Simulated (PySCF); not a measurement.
Vertical excitations of a molecule F2H4OSi2 from TDDFT-B3LYP/def2-SVPD (PySCF), as energy in eV (oscillator strength): 7.96 (0.010), 8.04 (0.013), 8.11 (0.004), 8.24 (0.002), 8.56 (0.002), 8.60 (0.065), 8.94 (0.058), 9.07 (0.005), 9.23 (0.097), 9.40 (0.048). Lowest triplet (TDA): 7.56 eV. Coordinates come from a PBE0-D3(BJ)/def2-SVP optimisation. Other conformers were not sampled.

Question: Which structure fits?
A. O[Si@@H](F)[SiH2]F
B. F[SiH2]O[SiH2]F
C. F[SiH](F)O[SiH3]
D. O[Si](F)(F)[SiH3]

Answer: B, F[SiH2]O[SiH2]F
